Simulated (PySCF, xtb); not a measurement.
B(F)(H)(SMe) (CH4BFS), SMILES CSBF. Other conformers were not sampled.

Harmonic wavenumbers (cm⁻¹) from GFN2-xTB (xtb) at its own minimum, in rising order: 67, 167, 204, 358, 687, 725, 778, 942, 968, 1036, 1235, 1317, 1444, 1452, 2629, 3046, 3055, 3070.

Task: What does TPSSh-D3(BJ)/def2-SVP in PySCF give at its own minimum? (An estimate is asked for; the answer gives what the named calculation found.)

Result: 61, 189, 215, 388, 708, 806, 840, 974, 977, 1106, 1312, 1343, 1465, 1479, 2652, 3057, 3167, 3173. Paired by order, the mean absolute difference is 41 cm⁻¹ and the zero-point energies are 33.1 and 34.2 kcal/mol.
